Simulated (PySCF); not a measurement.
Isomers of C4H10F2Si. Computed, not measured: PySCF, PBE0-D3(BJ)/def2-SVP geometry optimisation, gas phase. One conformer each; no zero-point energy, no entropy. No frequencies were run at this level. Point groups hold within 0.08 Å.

**Question.** Rank from lowest to highest electronic energy at this level (kJ/mol).
A. SiEt2F2 (`CC[Si](F)(F)CC`)
B. `C[Si](C)(C)C(F)F` (TMS-CHF2)

**Answer.** A (0.0), B (316.8).

| SMILES | E (Eh) | E rel (kJ/mol) | dipole (D) | point group | A, B, C (MHz) |
| --- | --- | --- | --- | --- | --- |
| CC[Si](F)(F)CC | -646.91980 | 0.0 | 2.43 | near C2v | 3534, 1282, 1270 |
| C[Si](C)(C)C(F)F | -646.79912 | 316.8 | 2.29 | Cs | 2398, 1615, 1407 |

**Question.** How do the relative energies change in single points at KT2/pcSseg-1 (no added dispersion term) on the same geometries?

**Answer.** 
| SMILES | PBE0-D3(BJ)/def2-SVP (kJ/mol) | KT2/pcSseg-1 (kJ/mol) | shift |
| --- | --- | --- | --- |
| CC[Si](F)(F)CC | 0.0 | 0.0 | 0.0 |
| C[Si](C)(C)C(F)F | 316.8 | 309.6 | -7.2 |

Each column counts from its own lowest isomer. The order is unchanged; the largest shift is 7.2 kJ/mol.
